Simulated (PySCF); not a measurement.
BeI2, SMILES [I][Be][I].

Geometry: B3LYP-D3(BJ)/def2-TZVP. The def2 effective core potentials stand for the cores of I; spin–orbit coupling is left out.

Calculation: PySCF with TDA-LC-ωPBE/def2-SVPD.

Vertical excitations; the highest root listed may be one member of a degenerate set. The molecule is in vacuum. State labels are in the subgroup D2h.

Computed excitation energies, oscillator strengths and character:
```json
[
 {"state": "S1", "symmetry": "Au", "energy (eV)": "6.02", "λ (nm)": "206", "f": "0.000", "main pairs": "HOMO→LUMO+1 48 %, HOMO−1→LUMO 48 %"},
 {"state": "S2", "symmetry": "Au", "energy (eV)": "6.06", "λ (nm)": "205", "f": "0.000", "main pairs": "HOMO−1→LUMO, HOMO→LUMO+1 (degenerate set)"},
 {"state": "S3", "symmetry": "B1u", "energy (eV)": "6.06", "λ (nm)": "205", "f": "0.000", "main pairs": "HOMO→LUMO, HOMO−1→LUMO+1 (degenerate set)"},
 {"state": "S4", "symmetry": "B1g", "energy (eV)": "6.48", "λ (nm)": "191", "f": "0.000", "main pairs": "HOMO−3→LUMO+1 47 %, HOMO−2→LUMO 47 %"},
 {"state": "S5", "symmetry": "Ag", "energy (eV)": "6.57", "λ (nm)": "189", "f": "0.000", "main pairs": "HOMO−3→LUMO, HOMO−2→LUMO+1 (degenerate set)"},
 {"state": "S6", "symmetry": "B1g", "energy (eV)": "6.57", "λ (nm)": "189", "f": "0.000", "main pairs": "HOMO−2→LUMO, HOMO−3→LUMO+1 (degenerate set)"},
 {"state": "S7", "symmetry": "B3g", "energy (eV)": "6.64", "λ (nm)": "187", "f": "0.000", "main pairs": "HOMO→LUMO+2 (degenerate set)"},
 {"state": "S8", "symmetry": "B2g", "energy (eV)": "6.64", "λ (nm)": "187", "f": "0.000", "main pairs": "HOMO−1→LUMO+2 (degenerate set)"},
 {"state": "S9", "symmetry": "B1u", "energy (eV)": "6.95", "λ (nm)": "178", "f": "0.665", "main pairs": "HOMO−1→LUMO+1 41 %, HOMO→LUMO 41 %, HOMO−4→LUMO+2 8 %"},
 {"state": "S10", "symmetry": "B2u", "energy (eV)": "7.20", "λ (nm)": "172", "f": "0.139", "main pairs": "HOMO−3→LUMO+2 80 %"},
 {"state": "T1", "symmetry": "B1u", "energy (eV)": "5.58", "λ (nm)": "222", "f": "0", "main pairs": "HOMO→LUMO 47 %, HOMO−1→LUMO+1 47 %"},
 {"state": "T2", "symmetry": "Au", "energy (eV)": "5.80", "λ (nm)": "214", "f": "0", "main pairs": "HOMO→LUMO+1, HOMO−1→LUMO (degenerate set)"},
 {"state": "T3", "symmetry": "B1u", "energy (eV)": "5.80", "λ (nm)": "214", "f": "0", "main pairs": "HOMO−1→LUMO+1, HOMO→LUMO (degenerate set)"},
 {"state": "T4", "symmetry": "Ag", "energy (eV)": "5.84", "λ (nm)": "212", "f": "0", "main pairs": "HOMO−3→LUMO 45 %, HOMO−2→LUMO+1 45 %"}
]
```
Triplets are in the Tamm–Dancoff approximation.
